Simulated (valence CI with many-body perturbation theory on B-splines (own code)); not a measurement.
## Lu LIX: electric-dipole lines

Method: valence CI with perturbative core correlation (CI+MBPT): three valence electrons over a frozen Dirac-Fock core [Ne], a basis of 11 s, 11 p, 9 d, 7 f, 5 g, 2 h, 1 i functions for each j, with the one-electron correlation potential Σ1, the two-electron term Σ2, the three-electron term Σ3, Breit, model QED; selected CI, second order for the rest (own B-spline code, finite nucleus).

No measured spectrum was set against this ion. As an estimate, large intervals hold to a few tenths of a per cent, small ones and those within an open d or f shell to about a per cent.

Lines 1 to 50 of 256 in falling wavelength, among levels below 93.838 Ry, chosen from the strongest by gf and those to the six lowest levels. Wavelengths and rates use the calculated energies. Electric multipoles are in the length gauge, E1 and E2 with the static RPA response of the core. Weak lines are less certain than strong ones. Lines between different terms over intervals too small for the method are left out, as are lines whose strength nearly cancels. The highest levels of a list are the least certain.

Levels are named by their leading jj configuration (3d3/2^4 stands for four electrons in 3d with j = 3/2), which in mixed levels can hold well under half, so a name can repeat and another be missing. Letters in brackets count levels of one name in rising energy.

```csv
λ vac (Å),Upper,Lower,A (s⁻¹),S (a.u.) with core polarisation,S without
104.1,(3p1/2 3p3/2 3d3/2) J=7/2,(3s 3p3/2 3d3/2) J=5/2 [b],4.85e+09,2.16e-02,2.19e-02
100.2,(3s 3p1/2 3d3/2) J=5/2,(3s^2 3d3/2) J=3/2,7.94e+09,2.37e-02,2.40e-02
96.73,(3s 3p1/2 3p3/2) J=3/2 [a],(3s^2 3p3/2) J=3/2,1.82e+09,3.25e-03,3.30e-03
92.69,(3p1/2 3p3/2 3d5/2) J=7/2 [b],(3s 3p3/2 3d5/2) J=5/2 [b],1.08e+10,3.41e-02,3.46e-02
91.13,(3p1/2 3p3/2 3d5/2) J=9/2,(3s 3p3/2 3d5/2) J=7/2 [b],8.98e+09,3.36e-02,3.41e-02
87.32,(3s^2 3p3/2) J=3/2,(3s 3p1/2^2) J=1/2,1.28e+08,1.68e-04,1.71e-04
85.45,(3s 3p1/2 3d5/2) J=7/2,(3s^2 3d5/2) J=5/2,2.04e+10,5.01e-02,5.09e-02
85.35,(3s 3p1/2 3p3/2) J=5/2,(3s^2 3p3/2) J=3/2,1.22e+10,2.25e-02,2.29e-02
80.51,(3p1/2 3p3/2 3d5/2) J=9/2,(3s 3p3/2 3d5/2) J=7/2 [a],1.29e+10,3.32e-02,3.37e-02
80.43,(3p1/2^2 3p3/2) J=3/2,(3s 3p1/2 3p3/2) J=3/2 [b],5.92e+09,6.08e-03,6.19e-03
79.98,(3s 3p1/2 3d5/2) J=5/2 [b],(3s^2 3d5/2) J=5/2,1.55e+10,2.35e-02,2.38e-02
79.19,(3s 3p1/2^2) J=1/2,(3s^2 3p1/2) J=1/2,3.31e+10,1.62e-02,1.65e-02
78.36,(3p1/2 3p3/2 3d3/2) J=7/2,(3s 3p3/2 3d3/2) J=7/2,1.67e+10,3.17e-02,3.23e-02
77.97,(3p1/2 3p3/2 3d5/2) J=5/2 [a],(3s 3p3/2 3d5/2) J=3/2 [a],2.42e+10,3.40e-02,3.45e-02
77.54,(3s 3p1/2 3d5/2) J=3/2,(3s^2 3d5/2) J=5/2,2.23e+10,2.05e-02,2.09e-02
76.85,(3p1/2 3p3/2 3d3/2) J=7/2,(3s 3p3/2 3d3/2) J=5/2 [a],8.58e+09,1.54e-02,1.56e-02
76.83,(3p1/2 3p3/2 3d5/2) J=3/2 [b],(3s 3p3/2 3d5/2) J=1/2,2.59e+10,2.32e-02,2.36e-02
76.72,(3p1/2^2 3d5/2) J=5/2,(3s 3p1/2 3d5/2) J=3/2,3.34e+10,4.47e-02,4.54e-02
74.84,(3s 3p1/2 3p3/2) J=3/2 [b],(3s^2 3p3/2) J=3/2,2.18e+10,1.80e-02,1.83e-02
74.66,(3p1/2 3p3/2 3d5/2) J=3/2 [a],(3s 3p3/2 3d5/2) J=5/2 [a],3.62e+10,2.97e-02,3.02e-02
74.47,(3p1/2^2 3d5/2) J=5/2,(3s 3p1/2 3d5/2) J=5/2 [b],3.41e+10,4.17e-02,4.24e-02
74.02,(3s 3p1/2 3d3/2) J=3/2 [a],(3s 3p1/2 3p3/2) J=3/2 [b],2.25e+10,1.80e-02,1.83e-02
72.69,(3p1/2 3p3/2 3d5/2) J=5/2 [a],(3s 3p3/2 3d5/2) J=5/2 [a],2.49e+10,2.83e-02,2.88e-02
71.59,(3p1/2 3p3/2 3d5/2) J=7/2 [b],(3s 3p3/2 3d5/2) J=7/2 [a],2.15e+10,3.12e-02,3.17e-02
71.52,(3p1/2 3p3/2^2) J=5/2,(3s 3p3/2^2) J=5/2,2.50e+10,2.71e-02,2.75e-02
71.03,(3p1/2^2 3p3/2) J=3/2,(3s 3p1/2 3p3/2) J=5/2,4.07e+10,2.88e-02,2.93e-02
70.81,(3s 3p1/2 3p3/2) J=1/2,(3s^2 3p3/2) J=3/2,2.86e+10,1.00e-02,1.02e-02
70.63,(3p1/2 3p3/2 3d5/2) J=5/2 [b],(3s 3p3/2 3d5/2) J=7/2 [a],3.11e+10,3.25e-02,3.30e-02
70.40,(3p1/2^2 3d3/2) J=3/2,(3s 3p1/2 3d3/2) J=5/2,6.97e+10,4.80e-02,4.88e-02
70.29,(3p1/2^2 3d5/2) J=5/2,(3s 3p1/2 3d5/2) J=7/2,6.38e+10,6.56e-02,6.67e-02
70.15,(3p1/2 3p3/2 3d5/2) J=7/2 [a],(3s 3p3/2 3d5/2) J=9/2,4.87e+10,6.64e-02,6.75e-02
69.77,(3p1/2 3p3/2^2) J=3/2,(3s 3p3/2^2) J=5/2,4.75e+10,3.18e-02,3.23e-02
69.07,(3s 3p1/2 3d3/2) J=5/2,(3s 3p1/2 3p3/2) J=3/2 [b],6.03e+09,5.88e-03,5.97e-03
68.17,(3p1/2 3p3/2 3d3/2) J=5/2 [b],(3s 3p3/2 3d3/2) J=7/2,5.56e+10,5.22e-02,5.30e-02
67.78,(3p1/2 3p3/2 3d3/2) J=5/2 [a],(3p1/2 3p3/2^2) J=5/2,2.37e+10,2.19e-02,2.22e-02
67.41,(3p1/2 3p3/2 3d3/2) J=3/2 [b],(3s 3p3/2 3d3/2) J=5/2 [a],2.98e+10,1.80e-02,1.83e-02
67.20,(3p1/2 3p3/2 3d5/2) J=9/2,(3s 3p3/2 3d5/2) J=9/2,3.54e+10,5.29e-02,5.38e-02
65.98,(3s 3p1/2 3d3/2) J=3/2 [a],(3s 3p1/2 3p3/2) J=5/2,2.83e+10,1.60e-02,1.63e-02
65.91,(3p1/2^2 3d3/2) J=3/2,(3s 3p1/2 3d3/2) J=3/2 [a],3.99e+10,2.25e-02,2.29e-02
64.69,(3p1/2^2 3p3/2) J=3/2,(3s 3p1/2 3p3/2) J=3/2 [a],1.94e+10,1.04e-02,1.05e-02
62.02,(3s 3p1/2 3d3/2) J=5/2,(3s 3p1/2 3p3/2) J=5/2,1.02e+10,7.19e-03,7.29e-03
60.63,(3s 3p1/2 3d3/2) J=1/2,(3s 3p1/2 3p3/2) J=3/2 [b],2.66e+08,5.85e-05,5.99e-05
60.48,(3s 3p1/2 3d3/2) J=3/2 [a],(3s 3p1/2 3p3/2) J=3/2 [a],1.75e+08,7.65e-05,7.82e-05
58.99,(3s 3p1/2 3d3/2) J=3/2 [b],(3s 3p1/2 3p3/2) J=3/2 [b],4.79e+09,1.94e-03,1.97e-03
57.13,(3s 3p1/2 3d3/2) J=5/2,(3s 3p1/2 3p3/2) J=3/2 [a],1.60e+08,8.84e-05,8.93e-05
55.98,(3s^2 3d3/2) J=3/2,(3s^2 3p3/2) J=3/2,2.79e+08,9.65e-05,9.68e-05
53.77,(3s 3p1/2 3d3/2) J=3/2 [b],(3s 3p1/2 3p3/2) J=5/2,1.43e+09,4.40e-04,4.48e-04
51.23,(3s 3p1/2 3d3/2) J=1/2,(3s 3p1/2 3p3/2) J=3/2 [a],5.29e+09,7.02e-04,7.13e-04
50.47,(3s 3p3/2 3d5/2) J=3/2 [a],(3s 3p3/2^2) J=3/2,5.41e+10,1.37e-02,1.39e-02
50.09,(3s 3p1/2 3d5/2) J=5/2 [a],(3s 3p1/2 3p3/2) J=3/2 [b],1.93e+09,7.19e-04,7.28e-04
```
